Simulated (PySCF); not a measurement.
# Radial density of Zr³⁶⁺ (zirconium, charge +36)

UHF, [He] 2s2, closed-shell 1S. Calculation: PySCF 2.14, in an uncontracted even-tempered set (19 s from 14 bohr⁻², ratio 2.2; 8 p from 22 bohr⁻², ratio 2.4; 5 d from 65 bohr⁻², ratio 2.4; 5 f from 97 bohr⁻², ratio 2.4; 4 g from 150 bohr⁻², ratio 2.4); scalar relativity by spin-free X2C-1e.

```json
{"r (bohr)": "0.0306", "4πr²ρ (e/bohr)": "43.29"}
{"r (bohr)": "0.0514", "4πr²ρ (e/bohr)": "21.00"}
{"r (bohr)": "0.0865", "4πr²ρ (e/bohr)": "11.62"}
{"r (bohr)": "0.145", "4πr²ρ (e/bohr)": "14.42"}
{"r (bohr)": "0.245", "4πr²ρ (e/bohr)": "3.420"}
{"r (bohr)": "0.412", "4πr²ρ (e/bohr)": "0.05172"}
{"r (bohr)": "0.692", "4πr²ρ (e/bohr)": "1.112e-05"}
```

Densities and radii are taken from the X2C orbitals without a picture-change correction, which distorts them close to the nucleus.
